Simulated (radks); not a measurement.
Results of a calculation; reference values are marked as such.
Question: Species: Co II. Configuration: [Ar] 3d8. Code: a radial shooting solver on a logarithmic mesh with Libxc functionals. Model: Dirac Kohn-Sham, PBEsol, spin-unpolarised, spherical densities, finite nucleus; open shells fill j = l - 1/2 first; Fermi nuclear charge, rms radius 3.7875 fm. Some entries of the table are withheld. Estimate them.

orbital,occ.,eigenvalue (hartree),<r> (bohr),<r^2> (bohr^2)
1s1/2,2,-278.8162,0.05622,0.004252
2s1/2,2,-33.07992,(1),(2)
2p1/2,2,(3),0.2229,0.06113
2p3/2,4,(4),0.2260,0.06273
3s1/2,2,-3.86816,0.7786,0.7014
3p1/2,2,-2.57378,0.8176,0.7915
3p3/2,4,-2.50679,0.8278,0.8114
3d3/2,4,-0.45246,1.133,(5)
3d5/2,4,-0.44596,1.141,(6)

Answer: 
(1) 2s1/2 <r> (bohr): 0.2555
(2) 2s1/2 <r^2> (bohr^2): 0.07710
(3) 2p1/2 eigenvalue (hartree): -28.72145
(4) 2p3/2 eigenvalue (hartree): -28.17726
(5) 3d3/2 <r^2> (bohr^2): 1.759
(6) 3d5/2 <r^2> (bohr^2): 1.788
